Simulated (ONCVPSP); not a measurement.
Logarithmic derivatives: Cr (Z = 24), ONCV

- Element: Cr
- Generator: ONCVPSP 4.0.1
- Type: optimised norm-conserving Vanderbilt (ONCV)
- Functional: PBEsol
- Relativity: scalar-relativistic
- Frozen core: [Ne]
- Valence charge: 14
- Reference configuration: 3s2 3p6 3d5 4s1
- Partial waves: 3s+4s: rc 1.65 bohr, ncon 3, nbas 6, qcut 9.4 1/bohr, 2 projectors; 3p: rc 1.40 bohr, ncon 4, nbas 7, qcut 8.6 1/bohr, 3 projectors, debl 3 Ha; 3d: rc 2.00 bohr, ncon 4, nbas 9, qcut 9.5 1/bohr, 2 projectors, debl 1.7 Ha
- Local potential: polynomial inside 1.40 bohr (lpopt 5, dvloc0 0 Ha)
- Core correction: Teter function, fcfact 3.5, rcfact 1.25

The phase is arctan(r·R′/R) of the radial function R(r), unwrapped; energies in Ha, scanned from -4 to 5 Ha. A pole is an energy at which the radial function vanishes at the test radius. The pseudo phase is shifted by a multiple of π to meet the all-electron one at the reference energy, and phase errors are pseudo minus all-electron; the curves can meet again beyond the range given. Levels narrower than the energy grid can be missing from the lists of poles.

Question: For each channel, where are the poles, and over which energies does the pseudopotential scatter like the atom?

Answer:

```
channel  radius (bohr)  reference energy (Ha)  poles, all-electron  poles, pseudo  unbroken range about the reference energy with phases within 0.05 rad  phase error 1 Ha above the reference energy (rad)
      s           1.67                  -0.15                -2.46          -2.46                                                        the whole range                                             -0.003
      p           1.42                  -1.67                -0.82          -0.82                                                        the whole range                                             -0.000
      d           2.03                  -0.11           0.19, 4.10     0.19, 4.16                                                        the whole range                                             +0.000
```

Phases in the p channel:

```csv
E (Ha),all-electron,pseudo
-3.98,1.077,1.077
-3.50,0.952,0.953
-3.02,0.697,0.697
-2.54,0.063,0.064
-2.06,-0.854,-0.854
-1.58,-1.300,-1.300
-1.10,-1.497,-1.497
-0.62,-1.612,-1.612
-0.14,-1.698,-1.698
0.34,-1.775,-1.775
0.82,-1.856,-1.856
1.30,-1.956,-1.956
1.78,-2.096,-2.095
2.26,-2.320,-2.320
2.74,-2.710,-2.710
3.22,-3.291,-3.291
3.70,-3.805,-3.805
4.18,-4.110,-4.110
4.66,-4.285,-4.285
```
